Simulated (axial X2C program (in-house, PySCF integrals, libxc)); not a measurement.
# Bond lengths and stretching modes, held linear, of HCuF

Calculated with an axial X2C code built on PySCF integrals: two-component X2C with atomic mean-field Coulomb and Gaunt terms, Gaussian nuclei, basis H dyall-v3z, Cu dyall-v3z, F dyall-av3z with contracted cores. Spin-free rows use the one-electron spin-free X2C Hamiltonian.

Masses H 1.008, Cu 62.930, F 18.998 u. States: 2c Ω = 1/2 (beyond evenly filled blocks: ω = 1/2); spin-free M_S = 1/2, Λ = 0 (beyond evenly filled blocks: σα).

PBE0, spin-free: energies above the lowest point

```tsv
r(H–Cu) (Å)	r(Cu–F) (Å)	E (meV)
1.4381	1.7014	35.21
1.4381	1.7450	11.43
1.4381	1.7886	32.49
1.4750	1.7014	22.06
1.4750	1.7450	0.00
1.4750	1.7886	22.55
1.4750	1.8323	80.22
1.5119	1.7014	29.94
1.5119	1.7450	9.47
1.5119	1.7886	33.40
1.5488	1.7450	36.80
1.5488	1.8323	121.92
```

Question: Fit a quadratic surface with cubic terms in each bond: where is the minimum, and what are the two stretching wavenumbers?

Answer: At PBE0, spin-free: bonds 1.476 and 1.743 Å; harmonic stretches 662.0 and 2040.4 cm⁻¹; force constants 2.44, 3.78 and coupling 0.14 mdyn/Å.

The other levels and Hamiltonians give:

```json
{"Hamiltonian": "2c", "level": "PBE0", "r(H–Cu) (Å)": "1.477", "r(Cu–F) (Å)": "1.743", "lower stretch (cm⁻¹)": "661.9", "upper stretch (cm⁻¹)": "2038.9"}
{"Hamiltonian": "2c", "level": "HF", "r(H–Cu) (Å)": "1.557", "r(Cu–F) (Å)": "1.746", "lower stretch (cm⁻¹)": "697.1", "upper stretch (cm⁻¹)": "1921.1"}
{"Hamiltonian": "2c", "level": "TPSSh", "r(H–Cu) (Å)": "1.474", "r(Cu–F) (Å)": "1.748", "lower stretch (cm⁻¹)": "656.8", "upper stretch (cm⁻¹)": "2056.2"}
{"Hamiltonian": "2c", "level": "MP2", "r(H–Cu) (Å)": "1.476", "r(Cu–F) (Å)": "1.732", "lower stretch (cm⁻¹)": "680.3", "upper stretch (cm⁻¹)": "2073.1"}
{"Hamiltonian": "spin-free", "level": "HF", "r(H–Cu) (Å)": "1.556", "r(Cu–F) (Å)": "1.745", "lower stretch (cm⁻¹)": "697.9", "upper stretch (cm⁻¹)": "1924.0"}
{"Hamiltonian": "spin-free", "level": "TPSSh", "r(H–Cu) (Å)": "1.473", "r(Cu–F) (Å)": "1.748", "lower stretch (cm⁻¹)": "657.0", "upper stretch (cm⁻¹)": "2057.5"}
{"Hamiltonian": "spin-free", "level": "MP2", "r(H–Cu) (Å)": "1.474", "r(Cu–F) (Å)": "1.732", "lower stretch (cm⁻¹)": "680.2", "upper stretch (cm⁻¹)": "2075.7"}
```

Each state is one determinant, the lowest of a limited PBE0 search; the stretches come from a fit to these few points and carry an uncertainty of a few per cent. Other orders of the atoms were not compared. MP2 freezes inner shells (threshold -2 hartree). The molecule was held linear; bending was not examined, so a bent shape may lie lower.
